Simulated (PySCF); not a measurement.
**Mayer bond orders and bond lengths**

Species: (CH3)3CCHF2, C5H10F2.
Numbering: `[CH3:1][C:2]([CH3:3])([CH3:4])[CH:5]([F:6])[F:7]` (hydrogens: H8, H9, H10 on C1; H11, H12, H13 on C3; H14, H15, H16 on C4; H17 on C5)

Geometry (GFN2-xTB, Å), atoms numbered from 1 in this order:
```xyz
17
C5H10F2 angstrom
C     -0.7828   -0.7807   -1.0612
C      0.0313   -0.0222   -0.0106
C      1.1904    0.7266   -0.6709
C      0.5564   -0.9827    1.0580
C     -0.8735    1.0094    0.6763
F     -1.9370    0.4202    1.2778
F     -1.3953    1.8885   -0.2154
H     -0.1575   -1.5193   -1.5562
H     -1.6220   -1.2908   -0.5939
H     -1.1701   -0.0927   -1.8091
H      0.8162    1.4483   -1.3930
H      1.7818    1.2563    0.0730
H      1.8363    0.0223   -1.1881
H      1.2013   -1.7269    0.5986
H     -0.2673   -1.4944    1.5499
H      1.1299   -0.4457    1.8107
H     -0.3449    1.5960    1.4444
```

Bond orders from the PBE0/pcSseg-1 density (PySCF). Geometry: GFN2-xTB; no solvent, vibrations or thermal averaging.

Question: How far do the computed orders between heavy atoms stray from the drawn ones?

Answer: The largest departure is 0.061, at C2–C5 (drawn single, 0.939).

Question: Give the Mayer order of every bond, beside its length.

Answer: 
```tsv
bond	drawn as	length (Å)	Mayer order
C1–C2	single	1.530	0.998
C2–C3	single	1.530	1.009
C2–C4	single	1.530	1.009
C2–C5	single	1.534	0.939
C5–F6	single	1.356	0.947
C5–F7	single	1.357	0.946
C1–H8	single	1.087	0.965
C1–H9	single	1.088	0.959
C1–H10	single	1.088	0.960
C3–H11	single	1.087	0.959
C3–H12	single	1.088	0.961
C3–H13	single	1.087	0.962
C4–H14	single	1.087	0.962
C4–H15	single	1.087	0.959
C4–H16	single	1.088	0.961
C5–H17	single	1.102	0.955
```

Bonds between the same two heavy elements. C–C: lowest C2–C5 (0.939, 1.534 Å), highest C2–C3 and C2–C4 (1.009, 1.530 Å). C–F: all 2 within 0.02 of one another (0.946 to 0.947). Bonds named together lie within 0.004.

Question: Sum the orders of all bonds at each heavy atom with more than one neighbour and set the sums beside the valence in the SMILES.

Answer: C1 3.882 (drawn 4), C2 3.955 (drawn 4), C3 3.891 (drawn 4), C4 3.891 (drawn 4), C5 3.787 (drawn 4). Orders between atoms that aren't bonded are not in these sums.

The Mayer order sums products of elements of PS (density times overlap matrix) between the two atoms' basis functions, so it depends on the basis set.
